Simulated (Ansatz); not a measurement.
Ansatz (a first-principles code) input:

Ansatz 0.2 input:
```yaml
crystal:
  periodic: [false, false, false]
  atoms:
    - {symbol: O, position_ang: [0.29003508, 0.10104762, -1.12736676]}
    - {symbol: O, position_ang: [0.32920390, 0.08660056, 0.41850184]}
    - {symbol: H, position_ang: [1.21176731, 0.36559278, -1.28986981]}
    - {symbol: O, position_ang: [-0.77070989, -0.23334728, 0.87009864]}
basis:
  gaussian:
    orbitals: def2-TZVP
hamiltonian:
  xc: {name: SVWN5}
magnetization: {spin_polarized: true, initial_magnetization: 1}
relax: {f_tol: 0.003, max_steps: 100}
```

What final total energy does it print?

-224.58669 Eh (SVWN5/def2-TZVP). The basis has 99 functions.

It need not be the lowest isomer of its formula.
